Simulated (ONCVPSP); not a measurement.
tin (Sn): variants of one ONCV potential

Base potential:

| Quantity | Value |
| --- | --- |
| Element | Sn (Z = 50) |
| Generator | ONCVPSP 4.0.1 |
| Type | optimised norm-conserving Vanderbilt (ONCV) |
| Functional | BLYP |
| Relativity | scalar-relativistic |
| Frozen core | [Ar] 3d10 |
| Valence charge | 22 |
| Reference configuration | 4s2 4p6 4d10 5s2 5p2 |
| Partial waves | 4s+5s: rc 1.50 bohr, ncon 4, nbas 8, qcut 7.7 1/bohr, 2 projectors; 4p+5p: rc 1.65 bohr, ncon 3, nbas 8, qcut 8.6 1/bohr, 2 projectors; 4d: rc 1.00 bohr, ncon 3, nbas 7, qcut 10.5 1/bohr, local |
| Local potential | the d channel |
| Core correction | Teter function, fcfact 2.25, rcfact 1.4 |

Cutoffs, loose and tight: the cutoffs (Ha) at which the residual kinetic energy of the hardest occupied pseudo-wave falls to 1 and 0.1 mHa per electron. They do not see the model core or the augmentation charge, which bear on the density cutoff. Test errors are all-electron minus pseudo excitation energies from the reference, over the configurations 4s2 4p6 4d10 5s2 5p1; 4s2 4p6 4d10 5s2 5p0; 4s2 4p6 4d10 5s1 5p0; 4s2 4p6 4d9 5s2 5p2. A dash means not determined; rows that change the core or the reference have their own tests.

```tsv
change	outcome	cutoff, loose	cutoff, tight	bound ghosts	GHOST(+) flags above zero	largest test error (meV)
base	generated	45 Ha	52 Ha	none	none	-14
d: rc 0.7	generated	–	–	none	none	-13
d: rc 0.82	generated	51 Ha	256 Ha	none	none	-14
d: rc 0.92	generated	46 Ha	55 Ha	none	none	-14
d: rc 1.08	generated	44 Ha	51 Ha	none	none	-14
d: rc 1.2	generated	42 Ha	49 Ha	none	none	-14
```

Question: What comes out with this change to the base: d: rc 1.44?

Answer: outcome: generated; cutoff, loose: 39 Ha; cutoff, tight: 45 Ha; bound ghosts: none; GHOST(+) flags above zero: none; largest test error (meV): -15.

Question: What comes out with this change to the base: d: rc 1.34?

Answer: outcome: generated; cutoff, loose: 40 Ha; cutoff, tight: 46 Ha; bound ghosts: none; GHOST(+) flags above zero: none; largest test error (meV): -15.

Reading the sweep of the d radius (base included, trends over the rows without a ghost): The loose cutoff falls from 51 Ha at 0.82 to 39 Ha at 1.44 bohr. A larger radius leaves more room for a smooth pseudo-wave, so fewer plane waves are needed; a smaller one forces it to follow the all-electron wave where it bends sharply. The median size of the test errors (rows with all tests solved) stays near 3.0 meV.
